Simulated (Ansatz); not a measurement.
Two isomers of Cl2H4OSi2: A = `Cl[SiH2]O[SiH2]Cl`, B = `O[Si]([SiH3])(Cl)Cl`.

Calculated with Ansatz (gas phase, PBE0-D4/def2-TZVP geometries, no zero-point term in ΔE). CCSD(T)/CBS is the MP2 limit (def2-TZVPP, def2-QZVPP) plus CCSD(T) − MP2 in def2-TZVPP, frozen cores. Functionals use def2-TZVPP. B3LYP here is the variant with VWN-RPA as its local correlation; programs differ in this. One conformer a species, not always the lowest.

(1) Which isomer does CCSD(T)/CBS put lower? Give the gap. (Estimate.)

(2) Give E(B) − E(A) in kcal/mol with MP2/def2-TZVPP, CCSD(T)/def2-SVP, B3LYP, PBE-D4, CCSD(T)/def2-TZVPP, BLYP-D4, LDA (SPW92). (Best estimate.)

(3) Does the order hold for the free energy at 298.15 K (harmonic terms from PBE0-D4)? (An estimate is asked.)

Largest T1 diagnostic: 0.011.

## Answers

(1) Computed: A, by 26.0 kcal/mol.

(2) The calculation gave: MP2/def2-TZVPP 27.5, CCSD(T)/def2-SVP 24.6, B3LYP 25.7, PBE-D4 18.5, CCSD(T)/def2-TZVPP 26.1, BLYP-D4 23.2, LDA (SPW92) 18.6. None reverses the order clearly.

(3) Computed: Yes: G(B) − G(A) = +26.2 kcal/mol, for one conformer each. Modes under 60 cm⁻¹, often nearly free rotors, make the harmonic entropy too high.

From BLYP to BHLYP (50 % exact exchange), in def2-TZVPP and without D4, E(B) − E(A) moves by +5.0 kcal/mol. At CCSD(T), def2-SVP lies −1.3 kcal/mol from the extrapolated value and def2-TZVPP +0.1 kcal/mol.
